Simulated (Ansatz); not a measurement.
Wavefunction ladder for C2H3F3InN (`CC#[N+][In-]([F])([F])[F]`)

```xyz
10

C    -1.912    0.429   -1.240
C    -0.724    0.163   -0.469
N     0.217   -0.047    0.144
In    2.085   -0.468    1.351
F     3.388   -0.360   -0.084
F     1.611   -2.230    2.014
F     1.974    1.024    2.588
H    -2.591    1.057   -0.660
H    -1.640    0.944   -2.162
H    -2.407   -0.513   -1.483
```

The species carries charge 0 and has multiplicity 1. Correlated methods include outer-core shells of In, which these sets cover unevenly. In: def2 effective core potential. The structure was optimised at the PBE0-D4/def2-TZVP level. Frozen core, restricted reference, the Gaussian-basis code of Ansatz.

```tsv
basis	HF (Eh)	MP2 corr.
def2-SVP	-619.20899	-1.06934
def2-TZVPP	-619.75987	-1.54353
def2-QZVPP	-619.78262	-1.84267
```

Question: Estimate the CCSD correlation energy and the (T) correction in each basis where they were run (hartree).

Answer: 
```csv
basis,CCSD corr.,(T)
def2-SVP,-1.09320,-0.02685
```
